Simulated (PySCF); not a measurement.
**Radial density of Sr²⁵⁺ (strontium, charge +25)**

UHF, [Ne] 3s2 3p1, 2P determinant. Computed with PySCF 2.14 in an even-tempered Gaussian basis (18 s from 2.7 bohr⁻², ratio 2.5; 12 p from 3.5 bohr⁻², ratio 2.5; 5 d from 15 bohr⁻², ratio 2.7; 4 f from 23 bohr⁻², ratio 2.7), with scalar relativity by spin-free X2C-1e.

```tsv
r (bohr)	4πr²ρ (e/bohr)	4πr²(ρα − ρβ)
0.0348	45.11	0.2641
0.0586	37.46	0.7830
0.0986	50.62	1.0536
0.166	42.64	0.0436
0.279	12.68	1.7387
0.469	8.011	2.4754
0.789	0.4816	0.1582
1.33	0.0009970	0.0002
```

Densities and radii are taken from the X2C orbitals without a picture-change correction, which distorts them close to the nucleus.

Spin-orbit coupling, absent here, splits the open shell strongly.
